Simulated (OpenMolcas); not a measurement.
Sb: Slater's ratio, thermal populations, worked from levels

* Program: OpenMolcas
* Basis: ANO-R3 [8s7p5d3f2g1h]
* Scalar Hamiltonian: X2C, finite nucleus
* Active space: 3 electrons in 9 orbitals (RAS2 5p; RAS3 5d 6s, at most 1 electron)
* State averaging: 2S+1 = 4 odd, 1 root; 2S+1 = 2 odd, 8 roots; 2S+1 = 4 even, 3 roots; 2S+1 = 2 even, 8 roots
* Spin-orbit coupling: state interaction with AMFI integrals over the reference wave functions, term energies averaged over their components

Methods: RASSCF; SS-RASPT2, IPEA 0.25 Eh, imaginary shift 0.1 Eh (closed shells correlated: 4d 5s). Measured levels: NIST Handbook of Basic Atomic Spectroscopic Data.

**Slater's ratio.** With one set of orbitals, p3 has 2D* - 4S* = 9 F2 and 2P* - 2D* = 6 F2 (F2 = F²/25), a ratio of 2/3. Term energies are centres of gravity, weighted by 2J + 1.

```csv
Source,2D* - 4S*,2P* - 4S*,F2 from the first,Ratio
RASSCF,13028,22775,1448,0.748
SS-RASPT2,10220,20476,1136,1.004
measured,9317,17775,1035,0.908
```

Energies in cm-1. A ratio away from 2/3 shows effects beyond one configuration with one set of orbitals, and in heavier atoms second-order spin-orbit shifts.

**Thermal populations.** Z = Σ (2J + 1) exp(-E/kT) with k = 0.695035 cm-1/K, over the levels below. No other level of either list lies under 49300 cm-1, which is above 7 kT at each temperature.

```
            Level  2J + 1  SS-RASPT2  measured
  5s2 5p3 4S* 3/2       4        0.0       0.0
  5s2 5p3 2D* 3/2       4       9710      8512
  5s2 5p3 2D* 5/2       6      10560      9854
  5s2 5p3 2P* 1/2       2      19640     16395
  5s2 5p3 2P* 3/2       4      20900     18464
5s2 5p2 6s 4P 1/2       2      44720     43249
5s2 5p2 6s 4P 3/2       4      46170     45945
5s2 5p2 6s 2P 1/2       2      48230     46991
5s2 5p2 6s 4P 5/2       6      48340     48332
```

```
T (K)  Z, SS-RASPT2  Z, measured levels  Ground level (%), SS-RASPT2  Ground level (%), measured levels
 5000         4.549               4.735                         87.9                               84.5
 8000         5.751               6.138                         69.6                               65.2
```

At 8000 K, kT = 5560 cm-1, and the computed levels give Z = 4.000 + 0.698 + 0.898 + 0.058 + 0.093 + 0.001 + 0.001 + 0.000 + 0.001 = 5.751.

CASPT2 breaks the degeneracy within a term, and the mean is taken; among the terms shown or strongly mixed into the levels shown the widest spread is 130 cm-1 (5s2 5p3 2D*, SS-RASPT2). ANO sets are built for valence states and can reach diffuse excited orbitals poorly, and with the s shell closed the s pⁿ⁺¹ terms that mix with these levels are absent. With the s shell closed, the reference lacks s² → p² mixing. No level of 5s2 5p2 5d was computed, though it lies in the active space. Some terms miss by over 15 % even with CASPT2, which points to a basis or an active space too small for the shells correlated (holds for SS-RASPT2). Computed and measured levels are paired by configuration, term and J; levels that our copy of the source lacks, or whose pairing is in doubt (as where it misses far off the trend of its configuration), stay unpaired and out of the deviations. Levels of configurations outside the active space are missing.

* marks odd parity.
